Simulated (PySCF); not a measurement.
C₄H₆FNSi.
SMILES: `C#C/C=C\[Si@@H](N)F`

Theory: TDDFT wB97X-D/def2-SVPD, vertical, gas phase, core orbitals frozen in the response (PySCF). Geometry: GFN2-xTB, one conformer, isolated molecule. Torsions of this conformer, `[CH:1]#[C:2]/[CH:3]=[CH:4]\[Si@@H:5]([NH2:6])[F:7]`: C3–C4–Si5–N6 49°, H–N6–Si5–C4 85°, H–N6–Si5–C4 -55°.

List the vertical singlet excitations with oscillator strengths and describe the spectrum.

```json
{"state": "S1", "E (eV)": "5.18", "λ (nm)": "239.4", "ν̃ (cm⁻¹)": "41770", "f": "0.0084", "main configurations (H = HOMO, L = LUMO)": "H-1→L (51%), H-2→L (23%), H→L (22%)"}
{"state": "S2", "E (eV)": "5.48", "λ (nm)": "226.4", "ν̃ (cm⁻¹)": "44160", "f": "0.256", "main configurations (H = HOMO, L = LUMO)": "H→L (67%), H-1→L (21%)"}
{"state": "S3", "E (eV)": "5.63", "λ (nm)": "220.2", "ν̃ (cm⁻¹)": "45420", "f": "0.0030", "main configurations (H = HOMO, L = LUMO)": "H-2→L (69%), H-1→L (21%)"}
{"state": "S4", "E (eV)": "6.23", "λ (nm)": "199.0", "ν̃ (cm⁻¹)": "50250", "f": "0.0022", "main configurations (H = HOMO, L = LUMO)": "H→L+1 (58%), H→L+2 (11%), H-1→L+1 (10%)"}
{"state": "S5", "E (eV)": "6.87", "λ (nm)": "180.3", "ν̃ (cm⁻¹)": "55450", "f": "0.036", "main configurations (H = HOMO, L = LUMO)": "H-1→L+1 (51%), H→L+1 (14%), H-1→L+3 (10%)"}
{"state": "S6", "E (eV)": "7.01", "λ (nm)": "176.9", "ν̃ (cm⁻¹)": "56530", "f": "0.045", "main configurations (H = HOMO, L = LUMO)": "H-3→L (74%)"}
{"state": "S7", "E (eV)": "7.24", "λ (nm)": "171.3", "ν̃ (cm⁻¹)": "58380", "f": "0.019", "main configurations (H = HOMO, L = LUMO)": "H→L+2 (45%), H→L+1 (14%), H-1→L+1 (10%)"}
{"state": "S8", "E (eV)": "7.34", "λ (nm)": "168.8", "ν̃ (cm⁻¹)": "59230", "f": "0.049", "main configurations (H = HOMO, L = LUMO)": "H-1→L+2 (51%), H-4→L (12%)"}
```

Triplets, Tamm–Dancoff:

| state | E (eV) | λ (nm) | main configurations (H = HOMO, L = LUMO) |
| --- | --- | --- | --- |
| T1 | 3.42 | 362.7 | H→L (80%), H-1→L (13%) |
| T2 | 4.92 | 252.0 | H-1→L (60%), H-2→L (21%), H→L (9%) |
| T3 | 5.33 | 232.4 | H-2→L (63%), H-1→L (15%) |

The lowest singlet lies at 5.18 eV (239 nm, ultraviolet) and is weak; its leading configuration is HOMO-1→LUMO (51%). The most intense listed level is S2 at 5.48 eV (226 nm, f = 0.256), 0.30 eV above S1. Löwdin shares by element: HOMO carbon 75% (atoms not listed hold the other 25%); LUMO carbon 78% (atoms not listed hold the other 22%). The listed states span 2.16 eV, and the widest gap between neighbours is 0.65 eV (S4 to S5). Weighted by f, the mean energy of these states is 6.06 eV. Orbital energies (eV): HOMO-3 -11.53, HOMO-2 -10.51, HOMO-1 -9.51, HOMO -9.31, LUMO 0.13, LUMO+1 1.90, LUMO+2 2.29. The window holds the lowest 8 singlets.

On one thread, Arm Neoverse V2 (aarch64), shared host with 192 logical CPUs at a one-minute load of 69, this took 30 s of wall time (with the writing of density and orbital grids) and 0.81 GiB of memory at its peak.
